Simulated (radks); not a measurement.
Values are calculated unless marked as measured or tabulated.
Q: Ionisation of Nd+, [Xe] 4f4 6s1, to Nd2+, [Xe] 4f4, under several functionals. Scalar-relativistic Kohn-Sham, spin-polarised, spherical densities, point nucleus; open shells are filled with parallel spins first (spin-orbit coupling, left out, can overturn this in heavy ions); a radial shooting solver on a logarithmic mesh with Libxc functionals. The NIST Atomic Spectra Database gives 10.78 eV (semi-empirical). Rank these functionals by the error of their Delta-SCF ionisation energy: OLYP; BP86; PW91; RPBE; LDA (Slater exchange, Perdew-Zunger correlation); PBE; revPBE; Wu-Cohen GGA.

A: From best to worst: OLYP 10.755 eV (-0.028); revPBE 10.936 eV (+0.153); RPBE 10.955 eV (+0.172); Wu-Cohen GGA 10.988 eV (+0.205); PBE 11.050 eV (+0.267); PW91 11.089 eV (+0.306); BP86 11.109 eV (+0.326); LDA (Slater exchange, Perdew-Zunger correlation) 11.226 eV (+0.443). Open shells are spherical and high-spin; term and fine-structure splittings are not resolved. Spin-orbit splitting is averaged out at the scalar-relativistic level.
